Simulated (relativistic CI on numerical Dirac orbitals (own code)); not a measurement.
**One change at a time: Rb VIII**

Base calculation: Dirac-Coulomb-Breit CI, separate exchange-only KLI orbitals for each configuration, QED by a radiative potential, unscaled Slater integrals.

CI space (outside the closed core [Ar]): 3d¹⁰4s², 3d¹⁰4s4p, 3d¹⁰4p², 3d¹⁰4s4d, 3d¹⁰4d², 3d¹⁰4s4f, 3d¹⁰4p4d, 3d¹⁰4p5s, 3d¹⁰4s5s, 3d¹⁰4f², 3d¹⁰4p4f, 3d¹⁰4s5p, 3d¹⁰4s5d, 3d¹⁰4d5s, 3d¹⁰4s6s, 3d¹⁰4d4f, 3d¹⁰4s6p, 3d¹⁰4s5f, 3d¹⁰5s², 3d¹⁰4s5g, 3d¹⁰4s6d, 3d¹⁰4s7s, 3d¹⁰4f5s, 3d¹⁰4s7p, 3d¹⁰4s7d, 3d⁹4s²4p, 3d⁹4s²4d, 3d⁹4s²5s. Double excitations out of closed p, d and f shells are left out; levels of such configurations are missing from the list, as are those of other unlisted configurations, and high levels can miss mixing partners. These lack a partner that the ground configuration has and come out too high: 3d⁹4s²4p, 3d⁹4s²4d, 3d⁹4s²5s.

Variants: (1) P86 correlation estimate; (2) QED terms removed; (3) Breit term removed. Shifts of the energy above 3d¹⁰4s² ¹S0, in cm⁻¹, for the lowest level and the first level of each name with at least 55 % of one term (blank where a level changes its place among those of its configuration and J or its character, or is not in the variant):

```
        Level    Base   Δ(1)  Δ(2)  Δ(3)  Measured
  3d¹⁰4s² ¹S0       0      0     0     0         0
3d¹⁰4s4p ³P°0  127501   +581  +318  -152    131157
3d¹⁰4s4p ³P°1  130866   +582  +312   -88    134523
3d¹⁰4s4p ³P°2  138904   +582  +294   +75    142802
3d¹⁰4s4p ¹P°1  193477   +613  +310   +65    190501
  3d¹⁰4p² ³P0  304835  +1047  +652  -243    306401
  3d¹⁰4p² ¹D2  309561  +1120  +601   -54    313112
  3d¹⁰4p² ³P1  310414  +1048  +637  -104    312379
  3d¹⁰4p² ³P2  320755  +1078  +599  +126    323776
  3d¹⁰4p² ¹S0  362978  +1038  +609   +44    360665
 3d¹⁰4s4d ³D1  392929  +1754  +310  +310    395837
 3d¹⁰4s4d ³D2  393510  +1755  +308  +343    396446
 3d¹⁰4s4d ³D3  394418  +1756  +305  +392    397394
 3d¹⁰4s4d ¹D2  430880  +1748  +355  +328    428785
```

At this charge configurations can still be misplaced by up to about 7 % of their energy. 20 of the 21 excited levels that our extract of the measured tables holds in this range could be paired (the sources list more); they are missed by 2945 cm⁻¹ on average and 4241 at most, and levels without a partner can miss by more.

Measured levels: Sansonetti, J. Phys. Chem. Ref. Data 35, 301 (2006).

Ionisation energy from the two ground configurations alone: base 130.516 eV; P86 correlation estimate 131.52 eV; QED terms removed 130.553 eV; Breit term removed 130.561 eV. The NIST ASD value (semi-empirical) is 132.79 eV.

LS names give the leading component of a level, which can be under half, so a name can repeat, a term be missing and a line seem to break the LS rules.
